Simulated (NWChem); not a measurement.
System: CH9NSi2; SMILES N(C)[SiH2][SiH3]

Here is an NWChem input.

```
start job
memory heap 200 mb stack 900 mb global 1100 mb
geometry units angstroms noautoz
  C      1.098476     1.960909     0.293251
  N     -0.118994     1.520666    -0.364361
  Si    -0.994556     0.064176     0.044657
  Si     0.444544    -1.797994    -0.105468
  H      1.710500     2.600482    -0.379095
  H      0.935488     2.530456     1.240705
  H      1.726014     1.082116     0.552863
  H     -0.673896     2.285794    -0.756252
  H     -2.109556    -0.057427    -0.961174
  H     -1.637149     0.032273     1.421700
  H     -0.320150    -3.060145     0.203446
  H      1.584242    -1.700653     0.877429
  H      1.029078    -1.913745    -1.489195
end
basis spherical
  * library 6-31g*
end
dft
  xc b3lyp
  iterations 150
  mulliken
end
task dft energy
```

Output (shortened):

```
             Northwest Computational Chemistry Package (NWChem) 7.3.0
             --------------------------------------------------------

 C1  symmetry detected

                             Geometry "geometry" -> ""
                             -------------------------

 Output coordinates in angstroms (scale by  1.889725989 to convert to a.u.)

  No.       Tag          Charge          X              Y              Z
 ---- ---------------- ---------- -------------- -------------- --------------
    1 C                    6.0000     1.06537783     1.99304294     0.18338138
    2 N                    7.0000    -0.17874300     1.50682000    -0.38604927
    3 Si                  14.0000    -0.99632885     0.04737579     0.12074814
    4 Si                  14.0000     0.47213423    -1.78941428    -0.05543887
    5 H                    1.0000     1.62243847     2.62214752    -0.54434591
    6 H                    1.0000     0.94601717     2.59030906     1.12020802
    7 H                    1.0000     1.72636017     1.13615040     0.43301510
    8 H                    1.0000    -0.77252621     2.24720694    -0.76836372
    9 H                    1.0000    -2.16574262    -0.12993575    -0.81238654
   10 H                    1.0000    -1.55574839     0.04824379     1.53398557
   11 H                    1.0000    -0.24499208    -3.05575542     0.33866758
   12 H                    1.0000     1.66537983    -1.63661023     0.85411551
   13 H                    1.0000     0.97647228    -1.93921509    -1.46716885

 Effective nuclear repulsion energy (a.u.)     218.7493336661

                                 NWChem DFT Module
                                 -----------------

 Summary of "ao basis" -> "ao basis" (spherical)
 ------------------------------------------------------------------------------
       Tag                 Description            Shells   Functions and Types
 ---------------- ------------------------------  ------  ---------------------
 C                           6-31g*                  6       14   3s2p1d
 N                           6-31g*                  6       14   3s2p1d
 Si                          6-31g*                  8       18   4s3p1d
 H                           6-31g*                  2        2   2s

            General Information
            -------------------
          SCF calculation type: DFT
          Wavefunction type:  closed shell.
          No. of atoms     :    13
          No. of electrons :    50
           Alpha electrons :    25
            Beta electrons :    25
          Charge           :     0
          Spin multiplicity:     1
          Use of symmetry is: off; symmetry adaption is: off
          Maximum number of iterations: 150
          AO basis - number of functions:    82
                     number of shells:    46
          Convergence on energy requested:  1.00D-06
          Convergence on density requested:  1.00D-05
          Convergence on gradient requested:  5.00D-04

              XC Information
              --------------
                         B3LYP Method XC Potential
                     Hartree-Fock (Exact) Exchange  0.200
                        Slater Exchange Functional  0.800 local
                    Becke 1988 Exchange Functional  0.720 non-local
              Lee-Yang-Parr Correlation Functional  0.810
                  VWN I RPA Correlation Functional  0.190 local

             Grid Information
             ----------------
          Grid used for XC integration:  medium
          Radial quadrature: Mura-Knowles
          Angular quadrature: Lebedev.
          Tag              B.-S. Rad. Rad. Pts. Rad. Cut. Ang. Pts.
          ---              ---------- --------- --------- ---------
          C                   0.70       49          12.0       434
          N                   0.65       49          11.0       434
          Si                  1.10       88          11.0       590
          H                   0.35       45          13.0       434
          Grid pruning is: on
          Number of quadrature shells:   679
          Spatial weights used:  Erf1

      Superposition of Atomic Density Guess
      -------------------------------------

 Sum of atomic energies:        -674.07270029

      Non-variational initial energy
      ------------------------------

 Total energy =    -675.908902
 1-e energy   =   -1364.947236
 2-e energy   =     470.289000
 HOMO         =      -0.271400
 LUMO         =       0.036261

     ---------------------------------------------
      Total Density - Mulliken Population Analysis
     ---------------------------------------------

    Atom       Charge   Shell Charges
 -----------   ------   -------------------------------------------------------
    1 C    6     6.40   2.00  0.70  1.91  0.65  1.10  0.05
    2 N    7     7.99   2.00  0.81  2.60  0.80  1.76  0.02
    3 Si  14    13.46   2.00  2.00  5.97  0.96  1.60  0.30  0.48  0.15
    4 Si  14    13.91   2.00  2.00  5.97  1.01  1.79  0.37  0.68  0.09
    5 H    1     0.79   0.47  0.32
    6 H    1     0.81   0.47  0.33
    7 H    1     0.79   0.47  0.32
    8 H    1     0.57   0.41  0.16
    9 H    1     1.06   0.47  0.59
   10 H    1     1.09   0.47  0.62
   11 H    1     1.04   0.46  0.58
   12 H    1     1.05   0.46  0.58
   13 H    1     1.05   0.46  0.58

[...]
```

Level: B3LYP/6-31G* (spherical d). Geometry: optimised at PBE-D3(BJ)/def2-SVP. No frequency run checked for a minimum. B3LYP is NWChem's, with the RPA form of VWN correlation.
